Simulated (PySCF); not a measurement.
C₆H₈N₂, SMILES Nc1ccc(cc1)N. Heavy atoms are numbered as in [NH2:1][c:2]1[cH:3][cH:4][c:5]([NH2:6])[cH:7][cH:8]1. Hydrogens are named by the atom that carries them.

Geometry: PBE0-D3(BJ)/def2-SVP. One conformer was computed; it need not be the lowest.

Calculation: PBE0/pcSseg-1 in PySCF.

GIAO shieldings, no solvent; atoms alike by connectivity are averaged. δ = σ(ref) − σ: ¹⁵N against NH3 (σ = 267.4 ppm); ¹³C against TMS (σ = 186.3 ppm); ¹H against TMS (σ = 31.56 ppm), references at their B3LYP-D3(BJ)/def2-TZVP geometries, non-relativistic.

**Question.** Estimate the chemical shifts. (The exact figures need the calculation; the answer reports its results.)

**Answer.** 
| nucleus | atoms | count | δ (ppm) |
|---|---|---|---|
| ¹⁵N | N1 (NH2) | 2 | 72.1 |
| ¹³C | C2 | 2 | 145.0 |
| ¹³C | C3 (CH) | 4 | 120.3 |
| ¹H | H on C3 | 4 | 6.72 |
| ¹H | H on N1 | 4 | 2.87 |
